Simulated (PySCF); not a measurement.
C3H5BN2O, SMILES NB1C=CN=CO1. Geometry: TPSSh-D3(BJ)/def2-SVP. This is a generated structure with no PubChem entry under its InChIKey; it may be hypothetical. Other conformers were not sampled.

**Question.** Give the equilibrium geometry at TPSSh-D3(BJ)/def2-SVP (PySCF confirms it by a frequency run) as Cartesian coordinates in Å, and its point group. (The exact figures need the calculation; the answer reports its results.)

**Answer.** One answer among several that fit: point group Cs.
```xyz
12

N      0.0091     2.3748     0.0000
B      0.0856     0.9710     0.0000
C      1.3340     0.0785     0.0000
C      1.1125    -1.2665     0.0000
N     -0.1493    -1.8499     0.0000
C     -1.1676    -1.0657     0.0000
O     -1.1490     0.2714     0.0000
H     -0.8722     2.8756     0.0000
H      0.8277     2.9699     0.0000
H      2.3668     0.4396     0.0000
H      1.9343    -1.9918     0.0000
H     -2.1850    -1.4716     0.0000
```
